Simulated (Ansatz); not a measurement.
Born–Oppenheimer molecular dynamics of C3H9AlO2 (15 atoms, charge 0, multiplicity 1). It starts from a relaxed structure.

Level of theory: UKS PBE0-D4/STO-3G in Ansatz 0.2.0.

* ensemble: NVT, Langevin thermostat
* time step: 0.5 fs
* steps asked: 107
* set temperature: 300 K
* friction: 0.05 /fs
* seed: 660376

Frames 2.5 fs apart, positions in Å.

Velocities at 5.0 fs (Å/ps):

```
C 0.44 1.42 0.20
Al 0.55 -0.06 2.30
O -4.60 2.08 -7.01
C 0.29 -4.34 -5.71
C -0.21 -3.66 -3.05
O -2.52 -4.91 -4.70
H -14.64 -2.88 -13.48
H -8.37 -4.23 2.62
H 5.59 3.01 6.11
H 14.00 -11.41 3.85
H 4.96 -24.46 -2.00
H -11.92 0.81 -16.77
H 2.44 -9.79 -9.39
H -7.83 25.02 -8.64
H 21.32 19.35 -43.18
```

```xyz
15
Properties=species:S:1:pos:R:3 time_fs=5.0 energy_less_start_eV=0.168 T=234
C -0.083 0.626 2.468
Al 0.140 1.231 0.674
O 1.238 0.324 -0.384
C 0.313 -0.632 -0.812
C 0.248 -0.875 -2.330
O -1.019 0.071 -0.377
H 0.539 1.213 3.133
H -1.129 0.711 2.782
H 0.203 -0.417 2.692
H 0.001 2.666 0.366
H 0.270 -1.646 -0.359
H 0.067 0.059 -2.929
H -0.513 -1.618 -2.659
H 1.234 -1.252 -2.646
H -1.558 -0.634 0.108
15
Properties=species:S:1:pos:R:3 time_fs=7.5 energy_less_start_eV=0.306 T=157
C -0.087 0.628 2.470
Al 0.141 1.230 0.677
O 1.226 0.335 -0.400
C 0.309 -0.638 -0.822
C 0.249 -0.881 -2.340
O -1.016 0.066 -0.387
H 0.498 1.220 3.131
H -1.131 0.710 2.782
H 0.195 -0.404 2.703
H 0.029 2.661 0.361
H 0.286 -1.687 -0.344
H 0.041 0.048 -2.947
H -0.484 -1.638 -2.659
H 1.222 -1.204 -2.667
H -1.532 -0.617 0.053
15
Properties=species:S:1:pos:R:3 time_fs=10.0 energy_less_start_eV=0.198 T=201
C -0.090 0.619 2.473
Al 0.138 1.227 0.677
O 1.216 0.349 -0.414
C 0.301 -0.642 -0.823
C 0.249 -0.880 -2.360
O -1.003 0.063 -0.395
H 0.478 1.247 3.171
H -1.135 0.744 2.769
H 0.193 -0.399 2.695
H 0.055 2.691 0.345
H 0.323 -1.663 -0.307
H -0.002 0.025 -2.931
H -0.438 -1.647 -2.653
H 1.248 -1.179 -2.672
H -1.579 -0.690 0.080
15
Properties=species:S:1:pos:R:3 time_fs=12.5 energy_less_start_eV=0.253 T=194
C -0.091 0.618 2.471
Al 0.134 1.222 0.674
O 1.201 0.352 -0.430
C 0.304 -0.639 -0.821
C 0.252 -0.879 -2.379
O -0.992 0.054 -0.396
H 0.451 1.287 3.170
H -1.141 0.787 2.763
H 0.215 -0.428 2.654
H 0.062 2.720 0.315
H 0.379 -1.593 -0.289
H -0.047 0.037 -2.890
H -0.439 -1.700 -2.665
H 1.295 -1.162 -2.667
H -1.585 -0.684 0.063
15
Properties=species:S:1:pos:R:3 time_fs=15.0 energy_less_start_eV=0.390 T=173
C -0.091 0.621 2.477
Al 0.127 1.221 0.666
O 1.184 0.352 -0.441
C 0.302 -0.632 -0.826
C 0.259 -0.882 -2.385
O -0.992 0.038 -0.394
H 0.454 1.304 3.150
H -1.160 0.786 2.760
H 0.209 -0.439 2.618
H 0.051 2.709 0.298
H 0.444 -1.582 -0.265
H -0.079 0.063 -2.862
H -0.422 -1.747 -2.661
H 1.300 -1.137 -2.647
H -1.553 -0.628 0.011
15
Properties=species:S:1:pos:R:3 time_fs=17.5 energy_less_start_eV=0.352 T=244
C -0.102 0.623 2.489
Al 0.117 1.228 0.655
O 1.169 0.350 -0.450
C 0.301 -0.625 -0.839
C 0.263 -0.887 -2.392
O -0.993 0.027 -0.389
H 0.499 1.290 3.126
H -1.187 0.768 2.785
H 0.160 -0.425 2.600
H 0.034 2.666 0.286
H 0.472 -1.609 -0.250
H -0.056 0.074 -2.852
H -0.355 -1.757 -2.654
H 1.283 -1.106 -2.641
H -1.596 -0.651 0.026
15
Properties=species:S:1:pos:R:3 time_fs=20.0 energy_less_start_eV=0.457 T=200
C -0.119 0.626 2.498
Al 0.105 1.235 0.645
O 1.165 0.350 -0.462
C 0.299 -0.622 -0.855
C 0.266 -0.891 -2.396
O -1.000 0.020 -0.385
H 0.532 1.262 3.133
H -1.170 0.755 2.790
H 0.130 -0.433 2.607
H -0.003 2.655 0.284
H 0.453 -1.614 -0.287
H -0.010 0.071 -2.847
H -0.308 -1.745 -2.638
H 1.307 -1.083 -2.670
H -1.678 -0.700 0.065
15
Properties=species:S:1:pos:R:3 time_fs=22.5 energy_less_start_eV=0.284 T=289
C -0.135 0.627 2.497
Al 0.097 1.238 0.643
O 1.172 0.346 -0.480
C 0.291 -0.626 -0.862
C 0.274 -0.895 -2.400
O -1.017 0.003 -0.373
H 0.532 1.189 3.151
H -1.143 0.747 2.818
H 0.130 -0.430 2.631
H -0.035 2.675 0.277
H 0.391 -1.610 -0.334
H -0.002 0.048 -2.862
H -0.328 -1.782 -2.664
H 1.357 -1.080 -2.720
H -1.633 -0.664 0.060
15
Properties=species:S:1:pos:R:3 time_fs=25.0 energy_less_start_eV=0.393 T=286
C -0.148 0.621 2.491
Al 0.093 1.240 0.646
O 1.183 0.344 -0.501
C 0.286 -0.636 -0.864
C 0.294 -0.901 -2.404
O -1.038 -0.008 -0.356
H 0.526 1.140 3.166
H -1.192 0.761 2.886
H 0.114 -0.412 2.662
H -0.052 2.696 0.316
H 0.340 -1.614 -0.353
H -0.006 0.032 -2.909
H -0.339 -1.793 -2.697
H 1.331 -1.073 -2.725
H -1.548 -0.667 0.092
15
Properties=species:S:1:pos:R:3 time_fs=27.5 energy_less_start_eV=0.405 T=321
C -0.162 0.613 2.494
Al 0.089 1.243 0.650
O 1.196 0.343 -0.521
C 0.279 -0.639 -0.864
C 0.310 -0.902 -2.411
O -1.050 -0.015 -0.345
H 0.545 1.123 3.216
H -1.193 0.770 2.940
H 0.063 -0.436 2.690
H -0.079 2.716 0.349
H 0.302 -1.638 -0.326
H -0.030 0.009 -2.946
H -0.302 -1.717 -2.724
H 1.316 -1.088 -2.725
H -1.529 -0.789 0.203
15
Properties=species:S:1:pos:R:3 time_fs=30.0 energy_less_start_eV=0.525 T=280
C -0.168 0.605 2.504
Al 0.085 1.242 0.656
O 1.208 0.344 -0.533
C 0.277 -0.647 -0.857
C 0.318 -0.879 -2.417
O -1.062 -0.026 -0.328
H 0.527 1.108 3.227
H -1.150 0.791 2.938
H 0.014 -0.502 2.675
H -0.097 2.723 0.382
H 0.289 -1.656 -0.309
H -0.028 0.000 -2.967
H -0.303 -1.680 -2.741
H 1.365 -1.126 -2.715
H -1.462 -0.830 0.273
15
Properties=species:S:1:pos:R:3 time_fs=32.5 energy_less_start_eV=0.589 T=294
C -0.170 0.600 2.508
Al 0.083 1.238 0.665
O 1.211 0.349 -0.543
C 0.276 -0.657 -0.850
C 0.328 -0.847 -2.425
O -1.071 -0.043 -0.310
H 0.525 1.075 3.168
H -1.135 0.818 2.904
H -0.021 -0.517 2.616
H -0.116 2.703 0.424
H 0.298 -1.631 -0.304
H -0.016 0.022 -2.975
H -0.325 -1.713 -2.752
H 1.401 -1.135 -2.688
H -1.367 -0.760 0.280
```

Of the whole run (54 fs, mean temperature of the second half 294 K): A run of 0.053 ps of so small a system gives no equilibrium averages. Limits of this set-up: minimal basis.

The run took 7.8 min on 1 thread of Arm Neoverse V2, on a shared host, peak memory 0.16 GiB.
